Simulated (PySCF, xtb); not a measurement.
C₄H₂BrCl, SMILES C#C/C(Cl)=C\Br.

Geometry: PBE0-D3(BJ)/def2-SVP. The structure was generated by enumeration; whether it is a known compound was not checked.

These are C-PCM-B3LYP/def2-SVP (PySCF) values and carry that method's errors.

The values are the electrostatic part of the solvation free energy, E(continuum) − E(gas) at the gas-phase geometry, in a cavity of scaled van der Waals radii (PySCF's table); cavitation and dispersion terms are not included. In vacuum the orbital gap is 5.09 eV. The dipole moment in vacuum is 0.52 D.

| solvent | ε | ΔG(elec) (kcal/mol) | dipole (D) | gap (eV) |
|---|---|---|---|---|
| water | 78.36 | -3.2 | 0.57 | 5.13 |
| 1-octanol | 9.86 | -2.9 | 0.56 | 5.13 |
| toluene | 2.37 | -1.8 | 0.55 | 5.11 |

For comparison, GFN2-xTB/ALPB(water) (xtb, at the GFN2-xTB geometry, all terms of that model) gives -2.0 kcal/mol.
